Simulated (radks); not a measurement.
Task: Neutral xenon is in [Xe]. All-electron calculation, Dirac Kohn-Sham, relativistic LDA (MacDonald-Vosko exchange, VWN5 correlation), spin-unpolarised, spherical densities, finite nucleus; Fermi nuclear charge, rms radius of each element as measured or else 0.836 A^(1/3) + 0.57 fm. Program: a radial shooting solver on a logarithmic mesh with Libxc functionals. Sub-shells are occupied by j as written (lower j first in brackets). One electron is removed from 5p1/2, 4d5/2, 5s1/2, 5p3/2 in turn, with full relaxation. Which removal costs least, and what does each cost?

Result: 5p3/2 12.259 eV; 5p1/2 13.674 eV; 5s1/2 24.845 eV; 4d5/2 66.979 eV. The 5p3/2 electron leaves first.
